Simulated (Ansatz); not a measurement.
Frontier orbitals of Cl4H2O2W (`[OH][W]([OH])([Cl])([Cl])([Cl])[Cl]`).

Total charge 0; spin multiplicity 1. Correlated methods include outer-core shells of W, which these sets cover unevenly. W: def2 effective core potential. The structure was optimised at the PBE0-D4/def2-TZVP level. It is one conformer, not always the lowest. Basis def2-TZVPP, Ansatz.

Orbital energies of one run (eV). Highest occupied ones, from the top: -7.69, -7.96, -8.05, -8.31, -8.34, -8.43, -8.88, -9.12, -9.19, -10.21, -10.62, -10.74, -11.44, -11.52. Empty: -5.30, -4.33, -4.26, -1.99, -0.94, 0.65.

(1) Which functional gave them?
A. revPBE
B. PBE0
C. ωB97M-V
D. r2SCAN

Answers

(1) D. HOMO energies: r2SCAN -7.69, ωB97M-V -10.85, revPBE -7.26, PBE0 -8.67 eV.
